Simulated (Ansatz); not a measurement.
The same molecule with X = Si, Ge, Sn. Ansatz, PBE0-D4/def2-TZVP geometries, multiplicity 1. Each molecule was computed in one conformer, which needn't be the lowest.

Elements past krypton have def2 core potentials. Scalar relativity is left out up to krypton.

```
 X        molecule  mean X–Br bond length / Å  mean X–O bond length / Å  HOMO–LUMO gap (ωB97M-V/def2-TZVPP) / eV  LUMO energy (ωB97M-V/def2-TZVPP) / eV  HOMO–LUMO gap (PBE0/def2-TZVPP) / eV
Ge  `[OH][Ge][Br]`                      2.376                     1.771                                     9.48                                  -0.51                                  5.43
Sn  `[OH][Sn][Br]`                      2.517                     1.975                                     8.69                                  -0.84                                  4.90
```

Question: Give the row for X = Si, `O[Si]Br`. (Estimate.)

Answer: The calculation gave: 
```tsv
X	molecule	mean X–Br bond length / Å	mean X–O bond length / Å	HOMO–LUMO gap (ωB97M-V/def2-TZVPP) / eV	LUMO energy (ωB97M-V/def2-TZVPP) / eV	HOMO–LUMO gap (PBE0/def2-TZVPP) / eV
Si	`O[Si]Br`	2.289	1.636	9.44	-0.16	5.37
```

From Si to Sn the mean X–Br bond length rises at each step, by 0.228 Å in all; the mean X–O bond length rises at each step, by 0.339 Å in all; the HOMO–LUMO gap (ωB97M-V/def2-TZVPP) isn't monotonic: highest at Ge, lowest at Sn; the LUMO energy (ωB97M-V/def2-TZVPP) falls at each step, by 0.68 eV in all; the HOMO–LUMO gap (PBE0/def2-TZVPP) isn't monotonic: highest at Ge, lowest at Sn. Bonds lengthen as the atom grows down the group.

Spin–orbit coupling is left out; it splits and shifts lone-pair levels of the heavy atoms by tenths of an eV.
